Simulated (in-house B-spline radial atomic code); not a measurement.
A fraction x of an electron is removed from 4p in the tellurium ion Te⁵⁺, starting from [Kr] 4d10 5s1 and keeping the highest spin. Level of theory: scalar-relativistic (X2C) PBE, spin-polarised, spherical fractional occupations, Fermi nucleus of rms radius 4.7423 fm; calculated with a radial B-spline atomic code at the basis-set limit.

```
   x  E(x) - E(0) (eV)  4p down level (eV)
   0            0.0000            -171.968
0.12           20.7971            -174.653
0.14                 ?                   ?
0.32           56.1773            -179.155
0.45           79.6586            -182.098
 0.5           88.7919            -183.234
0.59                 ?                   ?
0.67          120.2710            -187.112
0.82          148.5955            -190.551
0.93          169.6954            -193.085
   1          183.2679            -194.702
```

Question: What belongs in the row x = 0.14?

Answer: An energy change of 24.2947 eV; 4p down at -175.101 eV.

Question: What belongs in the row x = 0.59?

Answer: An energy change of 105.3752 eV; 4p down at -185.284 eV.

Question: Check Janak's theorem between x = 0.32 and 0.45.

Answer: The slope of the energy is 180.63 eV; the orbital levels give 180.63 eV (-ε of the emptying orbital, averaged over the two points).
